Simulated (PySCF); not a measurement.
Compound: CH3BF2NP.
Geometry (PBE0-D3(BJ)/def2-SVP, Å), atoms numbered from 1 in this order:
```
atom  x, y, z in Å
N1    -2.6242    0.9659    0.1130
C2    -1.7468    0.2170   -0.0101
B3    -0.5244   -0.7469   -0.1530
P4     0.9845    0.3266    0.1028
F5     1.2644    1.4243   -0.9909
F6     2.3255   -0.4976    0.0839
H7    -0.3926   -1.5279    0.7773
H8    -0.3668   -1.2600   -1.2434
H9     1.1394    1.0837    1.2856
```

Computed with PySCF at PBE0/pcSseg-1, non-relativistic, on one gas-phase PBE0-D3(BJ)/def2-SVP geometry that isn't relaxed in the solvent. The solvent is an IEF-PCM continuum (cavity from Bondi-type radii × 1.2). Specific hydrogen bonds and non-electrostatic terms are outside this model.

| run | E − E(gas) (kcal/mol) | HOMO (eV) | HOMO–LUMO gap (eV) | dipole (D) |
| --- | --- | --- | --- | --- |
| gas | 0.00 | -9.00 | 7.57 | 5.02 |
| P | -8.14 | -9.10 | 8.13 | 6.01 |
| Q | -11.54 | -9.13 | 8.31 | 6.42 |

Q: The runs were made in chloroform and water. Which run belongs to which solvent?

A: P = chloroform, Q = water. The dielectric constants are 4.711 (chloroform), 78.36 (water), and the energy falls further as ε rises. In this model the ground state sees the solvent through ε alone.

Q: How constant is the ratio of the lowering to (ε − 1)/(2ε + 1)?

A: 
| solvent | (ε − 1)/(2ε + 1) | E − E(gas) (kcal/mol) | ratio (kcal/mol) | polarisation term (kcal/mol) |
| --- | --- | --- | --- | --- |
| chloroform | 0.356 | -8.14 | -22.9 | -9.39 |
| water | 0.490 | -11.54 | -23.5 | -14.04 |

The ratio changes by +2.9 % in size from chloroform to water. The polarisation term is half the interaction of the solute with the induced surface charges.
